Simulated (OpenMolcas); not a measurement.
**Cu5+, Ag5+, Au5+: d⁶ down the group**

| Property | Result |
| --- | --- |
| Program | OpenMolcas |
| Method | MS-CASPT2, IPEA 0.25 Eh, imaginary shift 0.1 Eh |
| Basis | ANO-RCC-VTZP |
| Scalar Hamiltonian | DKH2, point nucleus |
| Spin-orbit coupling | state interaction with AMFI integrals over the reference wave functions, term energies averaged over their components |

Active space for each ion: 6 electrons in 10 orbitals (d d); closed shells correlated by CASPT2: Cu5+ 3s 3p; Ag5+ 4s 4p; Au5+ 5s 5p.

Computed levels in cm-1 above ⁵D₄:

```json
{"Level": "⁵D₃", "Cu5+": "1105", "Ag5+": "2520", "Au5+": "9800"}
{"Level": "⁵D₁", "Cu5+": "2310", "Ag5+": "4670", "Au5+": "13460"}
{"Level": "⁵D₀", "Cu5+": "2540", "Ag5+": "5090", "Au5+": "13270"}
{"Level": "³H₆", "Cu5+": "31360", "Ag5+": "22760", "Au5+": "25470"}
{"Level": "³H₅", "Cu5+": "31810", "Ag5+": "23020", "Au5+": "40650"}
{"Level": "³P₁(1)", "Cu5+": "33210", "Ag5+": "28800", "Au5+": "49580"}
{"Level": "³P₀(1)", "Cu5+": "34440", "Ag5+": "29590", "Au5+": "75440"}
{"Level": "³F₂(1)", "Cu5+": "34480", "Ag5+": "26390", "Au5+": "30230"}
{"Level": "³G₅", "Cu5+": "38300", "Ag5+": "29040", "Au5+": "24770"}
{"Level": "weight of ⁵D in the lowest level (%)", "Cu5+": "100", "Ag5+": "97", "Au5+": "75"}
```

Mixed levels, with the weight of the term that names them: Ag5+ ³H₅ (73 %), Ag5+ ³G₅ (73 %), Au5+ ⁵D₄ (75 %), Au5+ ⁵D₀ (69 %), Au5+ ³H₅ (53 %), Au5+ ³P₁(1) (62 %), Au5+ ³P₀(1) (51 %), Au5+ ³F₂(1) (57 %), Au5+ ³G₅ (53 %).

Measured, with the error of the calculation in %. Measured levels: Cu5+ from Sugar and Musgrove, J. Phys. Chem. Ref. Data 19, 527 (1990); Ag5+ from the list in Gamrath, thesis, University of Mons (2023).

| Level | Cu5+ | Ag5+ |
| --- | --- | --- |
| ⁵D₃ | 1196 (-7.6) | 2692 (-6.5) |
| ⁵D₁ | 2490 (-7.3) | 4941 (-5.4) |
| ⁵D₀ | 2733 (-7.2) | 5380 (-5.3) |
| ³H₆ | 30418 (+3.1) | 21512 (+5.8) |
| ³H₅ | 31009 (+2.6) | 21812 (+5.5) |
| ³P₁(1) | 32685 (+1.6) | 28232 (+2.0) |
| ³P₀(1) | 33868 (+1.7) |  |
| ³F₂(1) | 33740 (+2.2) | 25306 (+4.3) |
| ³G₅ | 37378 (+2.5) | 27958 (+3.9) |

The fine-structure level ⁵D₀ changes by a factor of 5.22 from Cu5+ to Au5+.

Without spin-orbit coupling ³H lies 30800, 21490, 19230 cm-1 above ⁵D in that order; the difference to the level ³H₆, of either sign, comes from spin-orbit coupling, which also lowers the zero.

Term energies are means over components that CASPT2 splits; among the terms shown or strongly mixed into the levels shown the widest spread is 1400 cm-1 (5d⁶ ¹I, Au5+). Active for correlation alone: 4d; no level in the range computed is led by a configuration that fills it, so any true level of that kind is missing (holds for Cu5+). Active for correlation alone: 5d; no level in the range computed is led by a configuration that fills it, so any true level of that kind is missing (holds for Ag5+). Active for correlation alone: 6d; no level in the range computed is led by a configuration that fills it, so any true level of that kind is missing (holds for Au5+). The CASPT2 spread within a term exceeds the gap to the next term for 5d⁶ ³D and 5d⁶ ¹I, so the order of their levels is uncertain (holds for Au5+). Measured partners are found by configuration, term and J. A level has none where our copy of the source lacks it or the pairing is in doubt (some pairs that miss far off the trend of their configuration count as doubtful), and it then counts in no deviation. Only configurations of the active space appear.

A number in round brackets counts repeated terms of one configuration in the order of the reference energies.
